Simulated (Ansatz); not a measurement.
The cluster Ti₂S₂. Charge 0, multiplicity 5. Geometry PBE-D4/def2-SVP; atoms count from 1.

```
atom    x (Å)    y (Å)    z (Å)
 Ti1   0.3487   0.0562  -1.1904
 Ti2  -0.3092  -0.0277   1.2023
  S3  -1.1002   1.5820  -0.2457
  S4   1.0606  -1.6106   0.2338
```

At PBE0-D4/def2-TZVP a broken-symmetry singlet of charge 0 lies 0.09 eV below the quintet, each at its own geometry. The structure comes from a short search, and lower isomers may exist.

Problem. Estimate the Mulliken populations from the PBE0/def2-TZVP orbitals of Ansatz.

Solution. 
```json
{"atom": "Ti1", "charge (e)": "0.66", "spin (α − β)": "2.21", "d electrons": "2.56"}
{"atom": "Ti2", "charge (e)": "0.70", "spin (α − β)": "1.97", "d electrons": "2.54"}
{"atom": "S3", "charge (e)": "-0.68", "spin (α − β)": "-0.09", "d electrons": "–"}
{"atom": "S4", "charge (e)": "-0.68", "spin (α − β)": "-0.09", "d electrons": "–"}
```
Mulliken values and Mayer orders depend strongly on the basis.

Problem. Where does the spin sit?

Solution. Summed by element: Ti 4.19, S -0.19, of 4 unpaired in all. Largest on single atoms: Ti1 2.21, Ti2 1.97, S4 -0.09.

Problem. And the Mayer bond orders between bonded heavy atoms (over 0.3)?

Solution. Ti1–Ti2 0.65 (2.48 Å); Ti1–S3 1.00 (2.31 Å); Ti1–S4 1.00 (2.31 Å); Ti2–S3 1.10 (2.31 Å); Ti2–S4 1.10 (2.31 Å).
